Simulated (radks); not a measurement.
Values are calculated unless marked as measured or tabulated.
Problem. The tin ion Sn4+, [Kr] 4d10. Code: a radial shooting solver on a logarithmic mesh with Libxc functionals. Model: non-relativistic Kohn-Sham, PBE, spin-polarised, spherical densities, point nucleus. Every spin shell is full or empty, so the densities are truly spherical. Functionals are evaluated on that one density, not self-consistently. Rank these orbital-free kinetic functionals by their error against the exact value of the orbitals, and give that value: Thomas-Fermi, TF + vW, TF + vW/5, revAPBEK, Perdew 92, Pearson, LKT, PG1.

Solution. Exact: 6019.26 hartree. From best to worst, with 100 (|E| - |E exact|)/|E exact| (equal figures are ties): revAPBEK +0.31, Perdew 92 -0.66, Pearson -0.91, TF + vW/5 +3.03, Thomas-Fermi -5.29, PG1 +15.11, LKT +19.22, TF + vW +36.30.
